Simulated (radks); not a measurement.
All-electron atom: Li2+ in 2s1 (not the ground configuration). Calculated with a radial shooting solver on a logarithmic mesh with Libxc functionals: scalar-relativistic Kohn-Sham, Wu-Cohen GGA, spin-polarised, spherical densities, finite nucleus; open shells are filled with parallel spins first; Fermi nuclear charge, rms radius 2.444 fm.

Normalised radial functions P(r) = r R(r), r in bohr:

r,1s up,2s up,2p up
0.0475,0.4516,0.1525,0.0064
0.05755,0.5305,0.1789,0.0092
0.06973,0.6192,0.2084,0.0133
0.08382,0.7128,0.2392,0.0188
0.1016,0.8177,0.2732,0.0269
0.1231,0.9271,0.3077,0.0381
0.1479,1.0317,0.3391,0.0530
0.1792,1.1341,0.3669,0.0741
0.2172,1.2206,0.3851,0.1026
0.261,1.2787,0.3882,0.1384
0.3163,1.3022,0.3699,0.1864
0.3832,1.2783,0.3225,0.2469
0.4606,1.2047,0.2438,0.3169
0.5582,1.0732,0.1230,0.4010
0.6763,0.8963,-0.0358,0.4935
0.8129,0.7039,-0.2155,0.5852
0.985,0.5020,-0.4154,0.6742
1.193,0.3233,-0.5995,0.7408
1.446,0.1822,-0.7281,0.7601
1.738,0.0906,-0.7691,0.7214
2.106,0.0360,-0.7104,0.6177
2.552,0.0113,-0.5650,0.4672
3.068,0.0028,-0.3891,0.3120
3.717,0.0005,-0.2225,0.1754
4.504,0.0001,-0.1032,0.0810
5.413,0.0000,-0.0389,0.0308
6.559,0.0000,-0.0105,0.0084

1s up (empty): eigenvalue -120.52 eV, 0 radial nodes, <r> = 0.481 bohr, 90 % of the charge inside 0.857 bohr. 2s up: eigenvalue -26.841 eV, 1 radial node at r = 0.650 bohr, <r> = 1.96 bohr, 90 % of the charge inside 2.98 bohr. 2p up (empty): eigenvalue -25.641 eV, 0 radial nodes, <r> = 1.71 bohr, 90 % of the charge inside 2.71 bohr.
